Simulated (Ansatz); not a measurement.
The cluster Be₁₀⁺, relaxed as a doublet with UKS PBE/def2-SVP in Ansatz, starting from the GFN1-xTB geometry. Force threshold 0.02 eV/Å.

The structure comes from a short search, and lower isomers may exist.

Start:

Cartesian coordinates in Å:
```
Be -1.7982 0.0223 0.3695
Be 1.2307 0.8412 -1.0757
Be 0.8670 -1.2150 -1.0716
Be -0.2239 -1.5637 0.9361
Be -0.6507 1.7183 -0.0489
Be -0.2910 0.3519 1.7807
Be 1.2077 1.5297 0.9092
Be -0.7203 0.3743 -1.6503
Be -1.2060 -1.5283 -0.9146
Be 1.5848 -0.5307 0.7656
```

**Question.** Estimate the energy that the relaxation releases and the steps that it takes.

**Answer.** 10.2 kJ/mol, in 4 steps; 5.5 s on 4 threads of Arm Neoverse V2 on a shared host. No frequencies were taken in this run, so the end may be a saddle point.

**Question.** Does the start keep its bonding and symmetry?

**Answer.** By distances, no bond broke or formed. The bond that changes most is Be2–Be10, from 2.32 to 2.24 Å (atoms count from 1). Point group D4d at the start, D4d at the end, both within 0.05 Å.

**Question.** Predict the relaxed structure.

**Answer.** 
```xyz
10

Be   -1.7701   -0.0075    0.3364
Be    1.2208    0.8473   -1.0190
Be    0.8103   -1.2097   -1.0613
Be   -0.2378   -1.5473    0.8922
Be   -0.6038    1.6974   -0.0304
Be   -0.2609    0.3698    1.7441
Be    1.2779    1.6201    0.9651
Be   -0.7223    0.3303   -1.6174
Be   -1.2778   -1.6201   -0.9655
Be    1.5635   -0.4804    0.7559
```
Bond lengths (bridged metal pairs left out): 24 × Be–Be 2.10 to 2.24 Å.
